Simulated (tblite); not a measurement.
Compound: C₈H₅FN (doublet state).
InChI=1S/C8H5FN/c9-8-3-5-1-6(4-10)7(8)2-5/h3,5,7H,2H2/t5-,7-/m0/s1

Computed with GFN2-xTB (tblite): harmonic, unscaled wavenumbers at the GFN2-xTB geometry, gas phase. The method is semi-empirical: single wavenumbers can be off by several per cent or more. Open shells enter through the occupations alone, without spin polarisation, and single modes of such species can be off by tens of per cent.

Harmonic wavenumbers (cm⁻¹): 91.2, 136.6, 210.7, 332.4, 379.8, 430.5, 441.7, 503.8, 534.3, 556.6, 593.8, 622.9, 767.2, 780.4, 823.3, 913.0, 935.6, 964.6, 976.6, 994.1, 1007.6, 1062.9, 1115.4, 1129.9, 1138.5, 1167.4, 1186.8, 1197.3, 1246.8, 1269.8, 1474.3, 1660.3, 1692.9, 2357.9, 2998.0, 3009.7, 3037.0, 3053.8, 3180.1.

A = 2236, B = 1245, C = 961.2 MHz; mass 134.041 u (most abundant isotopes); point group C1, symmetry number 1; spin multiplicity 2.

Question: What is the zero-point energy?

Answer: Half the sum of the wavenumbers: 22988 cm⁻¹ = 274.99 kJ/mol.

Question: Entropy at 273.15 K, 1 bar (ideal gas, RRHO, classical rotation)?

Answer: Translation 168.12, rotation 120.98, vibration 62.32, spin (R ln 2) 5.76: S = 357.2 J/(mol K).

Question: And Cp and H(273.15 K) − H(0)?

Answer: Cp = 122.98 J/(mol K), of which vibrations give 89.72 (their classical limit is 39 R = 324.3); H(273.15 K) − H(0) = 19.39 kJ/mol without the zero-point energy, 10.30 from vibrations.

Question: Blend soft modes into free rotors: weight 1/[1 + (100 cm⁻¹/ν̃)⁴] for the oscillator and the rest for a rotor with moment μB/(μ + B), μ = h/(8π²ν), B = 10⁻⁴⁴ kg m². What vibrational entropy results?

Answer: 60.70 J/(mol K) in place of 62.32, which changes −T·S at 273.15 K by +0.44 kJ/mol.

Question: What must be added to the electronic energy to get the Gibbs energy at 273.15 K and 1 bar?

Answer: ZPE + [H(273.15 K) − H(0)] − T·S = 274.99 + 19.39 − 97.56 = 196.82 kJ/mol.

Question: Which modes carry the vibrational entropy at 273.15 K?

Answer: 91.2 cm⁻¹: 14.49; 136.6 cm⁻¹: 11.23; 210.7 cm⁻¹: 7.86; 332.4 cm⁻¹: 4.64; 379.8 cm⁻¹: 3.81; 430.5 cm⁻¹: 3.09 J/(mol K); the other 33 give 17.20 together.

Question: How do the functions run with temperature in this model?

Answer: 
| T (K) | S (J/(mol K)) | Cp (J/(mol K)) | H − H(0) (kJ/mol) | G − H(0) (kJ/mol) | ln q(vib) |
| --- | --- | --- | --- | --- | --- |
| 150 | 300.3 | 72.7 | 7.40 | -37.65 | 1.12 |
| 250 | 346.7 | 113.2 | 16.65 | -70.03 | 2.58 |
| 298.15 | 368.4 | 133.4 | 22.59 | -87.25 | 3.38 |
| 400 | 413.2 | 172.1 | 38.21 | -127.06 | 5.22 |
| 600 | 494.2 | 226.8 | 78.53 | -217.97 | 9.08 |
| 900 | 596.0 | 273.7 | 154.33 | -382.05 | 14.82 |

q(vib) and H(0) count from the zero-point level.

Hindered rotation and anharmonicity are outside this model. The structure is chiral; the term R ln 2 for an equal mix with its mirror image is left out.
